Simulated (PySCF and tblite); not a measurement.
Values are calculated unless marked as measured or tabulated.
C7H5FO, numbered as in [O:1]=[CH:2][c:3]1[cH:4][cH:5][cH:6][c:7]([F:8])[cH:9]1.

Geometries GFN2-xTB; weights from PBE0-D3(BJ)/pcSseg-1 (IEF-PCM, benzene) energies and GFN2-xTB thermal corrections, with symmetry numbers and mirror pairs. Conformers within 3 kcal/mol (GFN2-xTB free energy) were kept, 3 at most. GIAO shieldings: PBE0/pcSseg-1 (IEF-PCM, benzene). Shifts are against TMS (¹H), TMS (¹³C), CFCl3 (¹⁹F) at the same level. Programs: PySCF with density fitting and tblite.

Torsions listed: O1–C2–C3–C4.

```csv
conformer,shape,symmetry,E(GFN2) kcal/mol,E(DFT) kcal/mol
1,180°,Cs,0.18,0.00
2,0°,Cs,0.00,0.20
```

Problem. How much do the weights at 298.15 K and the averaged shift of C4 depend on how the conformers are weighted?

Solution. 
```json
{"weighting": "DFT energy with thermal terms, symmetry and mirror images (full scheme)", "1 (%)": "59", "2 (%)": "41", "δ (ppm)": "133.6", "rms dipole (D)": "3.54"}
{"weighting": "DFT energy with symmetry and mirror images", "1 (%)": "58", "2 (%)": "42", "δ (ppm)": "133.5", "rms dipole (D)": "3.52"}
{"weighting": "bare DFT energy", "1 (%)": "58", "2 (%)": "42", "δ (ppm)": "133.5", "rms dipole (D)": "3.52"}
{"weighting": "GFN2-xTB energy with symmetry and mirror images", "1 (%)": "43", "2 (%)": "57", "δ (ppm)": "132.5", "rms dipole (D)": "3.23"}
{"weighting": "GFN2-xTB free energy", "1 (%)": "44", "2 (%)": "56", "δ (ppm)": "132.6", "rms dipole (D)": "3.26"}
{"weighting": "leading conformer alone", "1 (%)": "100", "2 (%)": "0", "δ (ppm)": "136.2", "rms dipole (D)": "4.20"}
{"weighting": "equal weights", "1 (%)": "50", "2 (%)": "50", "δ (ppm)": "133.0", "rms dipole (D)": "3.37"}
```

The largest departure from the full scheme, 2.6 ppm, comes with: leading conformer alone.


Conformer gaps in pcSseg-1 on xTB geometries can be 2 kcal/mol off for S=O, P=O and other polar bonds.